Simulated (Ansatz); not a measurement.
Stepwise reaction of `[NH2][In]([Br])[Br]` with hydrogen sulfide, as a gas-phase model of exchange steps in deposition or etching. ΔE in kJ/mol; ΔG adds harmonic PBE0-D4 terms to CCSD(T)/CBS, at 1 bar.

Calculated with Ansatz (gas phase, PBE0-D4/def2-TZVP geometries, no zero-point term in ΔE). CCSD(T)/CBS adds triple-zeta CCSD(T) − MP2 to the extrapolated MP2 energy (def2 sets, frozen cores). This one scheme is used for every species. Functionals use def2-TZVPP. B3LYP here is the variant with VWN-RPA as its local correlation; programs differ in this. def2 core potentials past Kr. For Br, In outer-core shells are correlated without core-valence functions, which leaves a few kJ/mol of doubt a bond. Scalar relativity is left out up to krypton. Each species was taken in one conformer, which may not be the lowest.

```tsv
step	reaction	PBE-D4	B3LYP-D4	ωB97M-V	CCSD(T)/CBS	ΔG(500 K)
1	`[NH2][In]([Br])[Br]` + H₂S → `[NH2][In]([SH])[Br]` + HBr	37.2	42.7	42.5	42.9	44.6
```

**Question.** Give the row of step 2, `[NH2][In]([SH])[Br]` + H₂S → `[NH2][In]([SH])[SH]` + HBr. (Best estimate.)

**Answer.** Computed: 
```json
{"step": "2", "reaction": "`[NH2][In]([SH])[Br]` + H₂S → `[NH2][In]([SH])[SH]` + HBr", "PBE-D4": "44.8", "B3LYP-D4": "49.9", "ωB97M-V": "50.2", "CCSD(T)/CBS": "49.9", "ΔG(500 K)": "49.7"}
```

**Question.** By hand: ΔE of the 2 steps together at CCSD(T)/CBS.

**Answer.** (42.9) + (49.9) = 92.8 kJ/mol, or 46.4 kJ/mol a step.

In ΔE each step is higher than the one before. All are uphill at CCSD(T)/CBS. ΔG lies between 44.6 and 49.7 kJ/mol a step. PBE-D4 differs from CCSD(T)/CBS by -5.7 to -5.1 kJ/mol a step. Isolated molecules leave out the surface, adducts and barriers. Largest T1 diagnostic: 0.014.
